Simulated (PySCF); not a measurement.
CHOS, charge +1, singlet, at a GFN2-xTB geometry. Base run: B3LYP/def2-SVP (PySCF).

PySCF was given this input:
```python
from pyscf import gto, scf, dft

mol = gto.Mole()
mol.atom = '''
    O    -1.559448   -0.239176    0.380886
    C    -0.384527   -0.020327    0.121879
    S     1.057372    0.108965   -0.296749
    H    -2.135197    0.291930    0.969628
'''
mol.basis = 'def2-svp'
mol.charge = 1
mol.spin = 0
mol.verbose = 4
mol.build()

mf = dft.RKS(mol)
mf.xc = 'b3lyp'
mf.kernel()
```

Each row names what was changed in the base input (with any setting that the change needs).

```tsv
change	ΔE vs base (mEh)	grid points	electrons on the grid
base	0.000	56888	30.00000
grids.level = 7	0.000	308728	30.00000
grids.atom_grid = (75, 302)	0.001	56688	30.00000
grids.atom_grid = (50, 194)	-0.004	25928	30.00001
grids.becke_scheme = stratmann	-0.001	56888	30.00000
grids.radi_method = delley	0.000	59816	30.00000
grids.prune = off	0.000	95120	30.00000
grids.level = 0	58.614	4416	29.98760
grids.level = 2	0.001	39536	30.00000
grids.radi_method = mura_knowles	0.000	53648	30.00000
grids.level = 1	-0.010	19152	30.00002
```
